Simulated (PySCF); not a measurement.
Ionisation energy of Zn⁺ by level of theory

Zn⁺ [Ar] 3d10 4s1 (2S) → Zn²⁺ [Ar] 3d10 (1S), as a difference of total energies. Computed with PySCF 2.14 in cc-pVDZ-DK (6s5p3d1f, 43 functions), with scalar relativity by spin-free X2C-1e. Correlated levels: valence: [Ar] frozen. The calculations carry no spin-orbit coupling.

```tsv
method	ionisation energy (eV)
UHF	16.855
BP86	18.838
MP2 (valence)	17.665
CCSD (valence)	17.566
CCSD(T) (valence)	17.616
```

**Question.** Estimate what SCS-MP2 (valence) gives.

**Answer.** 17.528 eV, closest to CCSD (valence) among the rows shown.

**Question.** Estimate what M06-L gives.

**Answer.** 17.942 eV, closest to MP2 (valence) among the rows shown.

Errors of the correlated levels include the incompleteness of this basis and the frozen core.

For comparison: 17.964 eV (measured; NIST Atomic Spectra Database, ionization energies).
